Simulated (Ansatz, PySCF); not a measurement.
Input for PySCF:
```python
from pyscf import gto, scf, dft

mol = gto.M(
    atom='''
Zn   -0.00812161   -0.01195013   -0.01326557
Br   -0.24664341    1.76351145   -1.42520509
Br    0.25360479   -1.75326848    1.43657557
''',
    basis='cc-pvdz',
    verbose=4,
)

mf = dft.RKS(mol)
mf.xc = 'revpbe'
mf.grids.atom_grid = (99, 590)
mf.grids.prune = None
mf.kernel()
```

Write the same job for Ansatz (an electronic-structure program).

This is not unique; one that fits is 
Ansatz 0.2 input:
```yaml
crystal:
  periodic: [false, false, false]
  atoms:
    - {symbol: Zn, position_ang: [-0.00812161, -0.01195013, -0.01326557]}
    - {symbol: Br, position_ang: [-0.24664341, 1.76351145, -1.42520509]}
    - {symbol: Br, position_ang: [0.25360479, -1.75326848, 1.43657557]}
basis:
  gaussian:
    orbitals: cc-pVDZ
hamiltonian:
  xc: revpbe
accuracy: high
```

Both were run: PySCF gave -6927.245911 Eh and Ansatz -6927.245909 Eh, 0.002 mEh apart.
